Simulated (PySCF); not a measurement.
C5H5N2 (doublet state).
Geometry (GFN2-xTB, Å), atoms numbered from 1 in this order:
```
atom  x, y, z in Å
C1     1.168    0.388   -1.427
N2     0.583   -0.580   -0.891
C3    -0.439   -0.474    0.038
C4    -1.578   -1.204   -0.168
C5    -0.244    0.274    1.218
C6     0.880    1.037    1.454
N7     1.811    1.692    1.653
H8     0.895    1.437   -1.289
H9     1.992    0.176   -2.093
H10   -2.387   -1.183    0.539
H11   -1.699   -1.787   -1.062
H12   -0.982    0.222    2.003
```

The hyperfine couplings belong to this conformer and change with its torsions.

As a line formula: `[CH](C(N=C)=C)C#N` [radical].

Level of theory: UKS B3LYP, pcH-1 on C H N, non-relativistic, mean-field spin-orbit, GIAO in PySCF 2.14.0. Isolated species at its GFN2-xTB geometry (one conformer only). Couplings are sensitive to structure, and on GFN2-xTB geometries they can be far from those on DFT ones. The frame is twisted about the N2–C3 bond at this geometry (dihedral C1–N2–C3–C5 = -55°); couplings at other torsion angles weren't computed. No stability test was run, so a lower SCF solution isn't excluded. ⟨S²⟩ is 0.785 where a pure state has 0.75.

Principal values of hyperfine tensors in MHz (contact and dipolar terms together), for some of the nuclei:

```csv
atom,isotope,A1,A2,A3
C5,13C,4.33,5.31,140.10
C4,13C,1.32,2.72,144.39
C3,13C,-71.45,-35.39,-31.26
C6,13C,-56.28,-42.83,-26.44
H11,1H,-62.40,-39.95,-15.17
H12,1H,-54.95,-39.48,-16.87
C1,13C,-17.88,-10.15,-9.82
N7,14N,-6.51,-3.58,28.56
```

Task: Give the isotropic coupling of each nucleus in MHz and in mT (g = 2.0029), and the anisotropic part.

Result: a_iso = (A1 + A2 + A3)/3, Ti = Ai − a_iso; 1 mT corresponds to 28.033 MHz.

```json
{"atom": "C5", "a_iso (MHz)": "49.91", "a_iso (mT)": "1.781", "T1": "-45.59", "T2": "-44.60", "T3": "90.19"}
{"atom": "C4", "a_iso (MHz)": "49.48", "a_iso (mT)": "1.765", "T1": "-48.16", "T2": "-46.76", "T3": "94.91"}
{"atom": "C3", "a_iso (MHz)": "-46.03", "a_iso (mT)": "-1.642", "T1": "-25.41", "T2": "10.65", "T3": "14.77"}
{"atom": "C6", "a_iso (MHz)": "-41.85", "a_iso (mT)": "-1.493", "T1": "-14.43", "T2": "-0.98", "T3": "15.41"}
{"atom": "H11", "a_iso (MHz)": "-39.17", "a_iso (mT)": "-1.397", "T1": "-23.23", "T2": "-0.77", "T3": "24.00"}
{"atom": "H12", "a_iso (MHz)": "-37.10", "a_iso (mT)": "-1.323", "T1": "-17.85", "T2": "-2.38", "T3": "20.23"}
{"atom": "C1", "a_iso (MHz)": "-12.62", "a_iso (mT)": "-0.450", "T1": "-5.27", "T2": "2.47", "T3": "2.80"}
{"atom": "N7", "a_iso (MHz)": "6.16", "a_iso (mT)": "0.220", "T1": "-12.67", "T2": "-9.73", "T3": "22.40"}
```

Task: What spin density at the nucleus of H11 lies behind its contact coupling (g_N = 5.58569)?

Result: a_FC = 800.24 MHz bohr³ × g_N × ρ(0)/(2S). With a_FC = -39.17 MHz and 2S = 1, ρ(0) = -0.008764 bohr⁻³. In magnitude that is 2.8 % of the 1/π = 0.318 of a free hydrogen atom.

Task: H10 (1H, g_N = 5.58569) isn't in the table. Its spin density at the nucleus is -0.008295 bohr⁻³. What is its contact coupling?

Result: By the same relation, a_FC = -37.1 MHz. Its full tensor has the principal values -57.35, -38.92, -14.97 MHz.

Task: Which nucleus of the table has the largest anisotropic coupling, and what is its form?

Result: C4: -48.2, -46.8, 94.9 MHz, axial, in the ratio −1:−1:+2, the form that spin in one p orbital centred on that nucleus gives.

Task: What first-order splitting does C3 cause when the field lies along A1, A2 or A3 of its tensor (g taken as isotropic, no quadrupole term)?

Result: 2 lines (I = 1/2), spaced by |A_i|/(g × 13.996): 2.55, 1.26, 1.12 mT along the axes of A1, A2 and A3.
